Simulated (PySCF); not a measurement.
CH4N2S, charge -1, doublet, at a GFN2-xTB geometry (a state made from the parent by changing its charge; the spin is typed, not shown lowest) (a gas-phase anion, which may not be bound at this level); CASSCF(5,5)/STO-3G (PySCF).

PySCF was given this input:
```python
from pyscf import gto, scf, mcscf
import numpy

mol = gto.Mole()
mol.atom = '''
    N     0.83005679   -1.28928905   -0.48634124
    C    -0.00101254   -0.34160305    0.23613082
    N    -1.33446412   -0.85908945    0.39117506
    S     0.27876071    1.33197789   -0.02479900
    H     0.98597325   -2.11183721    0.09793731
    H     1.72488337   -0.83734001   -0.65023806
    H    -1.71454483   -1.18532165   -0.50604190
    H    -1.91955651   -0.08887965    0.70450496
'''
mol.basis = 'sto-3g'
mol.charge = -1
mol.spin = 1
mol.verbose = 4
mol.build()

mf = scf.ROHF(mol)
mf.kernel()
mc = mcscf.CASSCF(mf, 5, 5)
mc.fix_spin_(ss=0.75)
mc.kernel()
occ = numpy.linalg.eigvalsh(mc.fcisolver.make_rdm1(mc.ci, mc.ncas, mc.nelecas))[::-1]
ss = mc.fcisolver.spin_square(mc.ci, mc.ncas, mc.nelecas)[0]
print('natural occupations', occ.round(4), ' <S^2>', round(ss, 4))
```

### Question
What does PySCF print? Leave out banner, timings and long lists.

### Answer

```
PySCF version 2.14.0

[INPUT] verbose = 4
[INPUT] num. atoms = 8
[INPUT] num. electrons = 41
[INPUT] charge = -1
[INPUT] spin (= nelec alpha-beta = 2S) = 1
[INPUT] symmetry False subgroup None
[INPUT] Mole.unit = angstrom
[INPUT] Symbol           X                Y                Z      unit          X                Y                Z       unit  Magmom
[INPUT]  1 N      0.830056790000  -1.289289050000  -0.486341240000 AA    1.568580000936  -2.436403199901  -0.919051746681 Bohr   0.0
[INPUT]  2 C     -0.001012540000  -0.341603050000   0.236130820000 AA   -0.001913423290  -0.645536207816   0.446222579369 Bohr   0.0
[INPUT]  3 N     -1.334464120000  -0.859089450000   0.391175060000 AA   -2.521771709859  -1.623443777003   0.739213730160 Bohr   0.0
[INPUT]  4 S      0.278760710000   1.331977890000  -0.024799000000 AA    0.526781396189   2.517073416076  -0.046863318163 Bohr   0.0
[INPUT]  5 H      0.985973250000  -2.111837210000   0.097937310000 AA    1.863219408647  -3.990793946566   0.185074693277 Bohr   0.0
[INPUT]  6 H      1.724883370000  -0.837340010000  -0.650238060000 AA    3.259557166117  -1.582343292041  -1.228771849169 Bohr   0.0
[INPUT]  7 H     -1.714544830000  -1.185321650000  -0.506041900000 AA   -3.240020156989  -2.239933288018  -0.956280598555 Bohr   0.0
[INPUT]  8 H     -1.919556510000  -0.088879650000   0.704504960000 AA   -3.627436084526  -0.167958196547   1.331321427798 Bohr   0.0

nuclear repulsion = 153.098382893441
number of shells = 18
number of NR pGTOs = 84
number of NR cGTOs = 28
basis = sto-3g
ecp = {}

******** <class 'pyscf.scf.rohf.ROHF'> ********
method = ROHF
initial guess = minao
damping factor = 0
level_shift factor = 0
DIIS = <class 'pyscf.scf.diis.CDIIS'>
diis_start_cycle = 1
diis_space = 8
diis_damp = 0
SCF conv_tol = 1e-09
SCF conv_tol_grad = None
SCF max_cycles = 50
direct_scf = True
direct_scf_tol = 1e-13
num. doubly occ = 20  num. singly occ = 1
Set gradient conv threshold to 3.16228e-05
init E= -540.556895343044
  HOMO = 0.0556792904284515  LUMO = 0.34804778381604  gap/eV = 7.95575
cycle= 1 E= -540.04404216803  delta_E= 0.513  |g|= 0.398  |ddm|= 2.75
  HOMO = 0.358178504548409  LUMO = 0.824151090880507  gap/eV = 12.67976
cycle= 2 E= -540.128836035764  delta_E= -0.0848  |g|= 0.141  |ddm|= 0.777
  HOMO = 0.388159911186099  LUMO = 0.848398906866209  gap/eV = 12.52374
cycle= 3 E= -540.137987932984  delta_E= -0.00915  |g|= 0.0598  |ddm|= 0.243
  HOMO = 0.356288397680026  LUMO = 0.840429051421068  gap/eV = 13.17414
cycle= 4 E= -540.139788191862  delta_E= -0.0018  |g|= 0.0181  |ddm|= 0.0836
  HOMO = 0.355234918818567  LUMO = 0.840998279857192  gap/eV = 13.21829
cycle= 5 E= -540.140309975329  delta_E= -0.000522  |g|= 0.0107  |ddm|= 0.0664
  HOMO = 0.351878307610493  LUMO = 0.839545866041327  gap/eV = 13.27011
cycle= 6 E= -540.140452298854  delta_E= -0.000142  |g|= 0.00252  |ddm|= 0.0413
  HOMO = 0.350792848153887  LUMO = 0.839425681364019  gap/eV = 13.29638
cycle= 7 E= -540.140460977221  delta_E= -8.68e-06  |g|= 0.000558  |ddm|= 0.0105
  HOMO = 0.350642248130789  LUMO = 0.839316215444204  gap/eV = 13.29750
cycle= 8 E= -540.14046136131  delta_E= -3.84e-07  |g|= 0.000102  |ddm|= 0.00228
  HOMO = 0.350600143380569  LUMO = 0.839304171413473  gap/eV = 13.29831
cycle= 9 E= -540.140461373382  delta_E= -1.21e-08  |g|= 2.34e-05  |ddm|= 0.000378
  HOMO = 0.350603919422342  LUMO = 0.839305243880181  gap/eV = 13.29824
cycle= 10 E= -540.140461374212  delta_E= -8.3e-10  |g|= 7.27e-06  |ddm|= 9.4e-05
  HOMO = 0.350601046039768  LUMO = 0.839304745342318  gap/eV = 13.29831
Extra cycle  E= -540.140461374269  delta_E= -5.71e-11  |g|= 3.67e-06  |ddm|= 1.82e-05
converged SCF energy = -540.140461374269

******** <class 'pyscf.mcscf.mc1step.CASSCF'> ********
CAS (3e+2e, 5o), ncore = 18, nvir = 5
max_cycle_macro = 50
max_cycle_micro = 4
conv_tol = 1e-07
conv_tol_grad = None
orbital rotation max_stepsize = 0.02
orbital rotation threshold for CI restart = 0.01
augmented hessian ah_max_cycle = 30
augmented hessian ah_conv_tol = 1e-12
augmented hessian ah_linear dependence = 1e-14
augmented hessian ah_level shift = 1e-08
augmented hessian ah_start_tol = 2.5
augmented hessian ah_start_cycle = 3
augmented hessian ah_grad_trust_region = 3
kf_trust_region = 3
kf_interval = 4
ci_response_space = 4
ci_grad_trust_region = 3
with_dep4 0
natorb = False
canonicalization = True
sorting_mo_energy = False
ao2mo_level = 2
internal_rotation = False
******** <class 'pyscf.fci.addons.SpinPenaltyFCISolver'> ********
max. cycles = 50
conv_tol = 1e-08
davidson only = True
linear dependence = 1e-12
level shift = 0.001
max iter space = 12
nroots = 1
pspace_size = 400
spin = None
CASCI E = -540.141486977988  S^2 = 0.7500000
Set conv_tol_grad to 0.000316228
macro iter   1 ( 21 JK    4 micro), CASSCF E = -540.145192077981  dE = -3.70509999e-03  S^2 = 0.7500000
               |grad[o]|=0.00356  |grad[c]|=0.0878  |ddm|=0.0247  |maxRot[o]|=0.184
macro iter   2 ( 21 JK    4 micro), CASSCF E = -540.152507490506  dE = -7.31541252e-03  S^2 = 0.7500000
               |grad[o]|=0.0113  |grad[c]|=0.0858  |ddm|=0.0627  |maxRot[o]|=0.244
macro iter   3 ( 21 JK    4 micro), CASSCF E = -540.156725604667  dE = -4.21811416e-03  S^2 = 0.7500000
               |grad[o]|=0.0216  |grad[c]|=0.0468  |ddm|=0.037  |maxRot[o]|=0.189
macro iter   4 ( 21 JK    4 micro), CASSCF E = -540.160622003857  dE = -3.89639919e-03  S^2 = 0.7500000
               |grad[o]|=0.0215  |grad[c]|=0.0128  |ddm|=0.0152  |maxRot[o]|=0.159
macro iter   5 ( 21 JK    4 micro), CASSCF E = -540.164406799640  dE = -3.78479578e-03  S^2 = 0.7500000
               |grad[o]|=0.0192  |grad[c]|=0.0102  |ddm|=0.0121  |maxRot[o]|=0.159
macro iter   6 ( 21 JK    4 micro), CASSCF E = -540.167438565982  dE = -3.03176634e-03  S^2 = 0.7500000
               |grad[o]|=0.015  |grad[c]|=0.0109  |ddm|=0.0111  |maxRot[o]|=0.277
macro iter   7 ( 21 JK    4 micro), CASSCF E = -540.169750200753  dE = -2.31163477e-03  S^2 = 0.7500000
               |grad[o]|=0.0108  |grad[c]|=0.0106  |ddm|=0.00879  |maxRot[o]|=0.295
macro iter   8 ( 21 JK    4 micro), CASSCF E = -540.170795097783  dE = -1.04489703e-03  S^2 = 0.7500000
               |grad[o]|=0.00642  |grad[c]|=0.00383  |ddm|=0.0023  |maxRot[o]|= 0.12
macro iter   9 ( 16 JK    4 micro), CASSCF E = -540.171117441271  dE = -3.22343488e-04  S^2 = 0.7500000
               |grad[o]|=0.00271  |grad[c]|=0.0115  |ddm|=0.0114  |maxRot[o]|=0.122
macro iter  10 ( 13 JK    3 micro), CASSCF E = -540.171160002007  dE = -4.25607360e-05  S^2 = 0.7500000
               |grad[o]|=0.00115  |grad[c]|=0.00134  |ddm|=0.0014  |maxRot[o]|=0.0438
macro iter  11 ( 13 JK    3 micro), CASSCF E = -540.171164244172  dE = -4.24216421e-06  S^2 = 0.7500000
               |grad[o]|=0.000354  |grad[c]|=0.000206  |ddm|=0.000242  |maxRot[o]|=0.0159
macro iter  12 (  4 JK    1 micro), CASSCF E = -540.171164318159  dE = -7.39877350e-08  S^2 = 0.7500000
               |grad[o]|=5.32e-05  |grad[c]|=9.43e-05  |ddm|=5.84e-05  |maxRot[o]|=0.00105
1-step CASSCF converged in  12 macro (214 JK  43 micro) steps
CASSCF canonicalization
Density matrix diagonal elements [1.9666964  1.97474208 1.02216703 0.00674595 0.02964854]
CASSCF energy = -540.171164318159
CASCI E = -540.171164318159  E(CI) = -4.30624385455667  S^2 = 0.7500000
natural occupations [1.9825 1.9687 1.013  0.0331 0.0027]  <S^2> 0.75
```
